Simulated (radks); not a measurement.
The numbers below are computed, except where a source is named.
Pb3+, configuration [Xe] 4f14 5d10 6s1.

Level of theory: scalar-relativistic Kohn-Sham, exchange-only B88, spin-unpolarised, spherical densities, finite nucleus; Fermi nuclear charge, rms radius 5.5012 fm (a radial shooting solver on a logarithmic mesh with Libxc functionals).

Energy parts (hartree):
part                   energy
total             -20870.8252
kinetic            23577.5582
electron-nucleus  -52019.2363
Hartree             7953.0206
exchange            -382.1677

Orbitals (lengths in bohr, moments of r in powers of bohr):
orbital  occ.  eigenvalue (hartree)      <r>
1s          2             -3237.982  0.01606
2s          2             -580.0368  0.06761
2p          6             -497.9176  0.06143
3s          2             -140.0000   0.1746
3p          6             -116.4403   0.1765
3d         10             -92.34582   0.1599
4s          2             -32.46300   0.3843
4p          6             -24.73810   0.4100
4d         10             -15.77924   0.4310
4f         14              -5.88761   0.4539
5s          2              -6.29774   0.8533
5p          6              -4.15613   0.9759
5d         10              -1.76767    1.280
6s          1              -1.34407    2.106

The highest occupied level is 6s at -36.574 eV. Summed over all electrons, <r^2> = 39.66 bohr^2, which gives a Langevin (diamagnetic) susceptibility term of -31.4 x 10^-6 cm^3/mol. The electron density at the nucleus is 2.957e+06 e/bohr^3 (large components only). For comparison, the ionisation energy in NIST's Atomic Spectra Database is 42.333 eV (measured). In exact Kohn-Sham theory the highest level is minus the ionisation energy, but local and semilocal functionals leave it too shallow, through self-interaction and a potential that decays too fast; potentials with the right tail come closer.

Beside tabulated values, note that spin-unpolarised runs miss the spin-polarisation part of the exchange energy of open shells, and scalar-relativistic runs lack spin-orbit coupling.
